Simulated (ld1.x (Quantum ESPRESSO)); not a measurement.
**Mn: excitation energies, all-electron against RRKJ**

```
Element                 : Mn
Generator               : ld1.x (Quantum ESPRESSO) 7.5
Type                    : norm-conserving RRKJ (Kleinman–Bylander form)
Functional              : LDA (PZ)
Relativity              : fully relativistic
Frozen core             : [Ne]
Valence charge          : 15
Reference configuration : 3s2 3p6 3d4 4s0 4p0 (charge +3)
Partial waves           : 3p (bound): rc 0.80 bohr; 3d (bound): rc 0.85 bohr; 3s (bound): rc 1.40 bohr
Local potential         : the s channel
Core correction         : Bessel-smoothed model core, default radius (core density twice the valence density)
rho0                    : 0.01
```

Open shells are filled in proportion to 2j + 1 (rel_dist='average').

Energies are relative to the spin-unpolarised reference configuration 3s2 3p6 3d4 4s0 4p0; without spin polarisation the order of configurations can differ from experiment.

Q: Give the all-electron excitation energy and the error of the potential for: 3s2 3p6 3d5 4s2 4p0; 3s2 3p6 3d5 4s1 4p0; 3s2 3p6 3d5 4s0 4p0; 3s1 3p6 3d5 4s2 4p0; 3s2 3p6 3d5 4s1 4p1; 3s2 3p6 3d6 4s1 4p0; 3s2 3p6 3d4 4s2 4p0.

A:

```json
{"valence configuration": "3s2 3p6 3d5 4s2 4p0", "charge": "0", "ΔE all-electron (eV)": "-57.342", "error AE − PS (meV)": "+1649"}
{"valence configuration": "3s2 3p6 3d5 4s1 4p0", "charge": "+1", "ΔE all-electron (eV)": "-48.688", "error AE − PS (meV)": "+1088"}
{"valence configuration": "3s2 3p6 3d5 4s0 4p0", "charge": "+2", "ΔE all-electron (eV)": "-32.811", "error AE − PS (meV)": "+45"}
{"valence configuration": "3s1 3p6 3d5 4s2 4p0", "charge": "+1", "ΔE all-electron (eV)": "35.709", "error AE − PS (meV)": "+2876"}
{"valence configuration": "3s2 3p6 3d5 4s1 4p1", "charge": "0", "ΔE all-electron (eV)": "-53.417", "error AE − PS (meV)": "+1042"}
{"valence configuration": "3s2 3p6 3d6 4s1 4p0", "charge": "0", "ΔE all-electron (eV)": "-57.739", "error AE − PS (meV)": "+734"}
{"valence configuration": "3s2 3p6 3d4 4s2 4p0", "charge": "+1", "ΔE all-electron (eV)": "-43.894", "error AE − PS (meV)": "+2695"}
```

Levels in the configuration 3s2 3p6 3d5 4s1 4p1:

| level | all-electron (eV) | pseudo (eV) |
| --- | --- | --- |
| 3s j=1/2 | -87.002 | -86.378 |
| 3p j=1/2 | -56.949 | -56.402 |
| 3p j=3/2 | -55.669 | -55.122 |
| 3d j=3/2 | -8.632 | -8.133 |
| 3d j=5/2 | -8.512 | -8.014 |
| 4s j=1/2 | -6.287 | -6.898 |
| 4p j=1/2 | -2.277 | -2.224 |
| 4p j=3/2 | -2.227 | -2.171 |
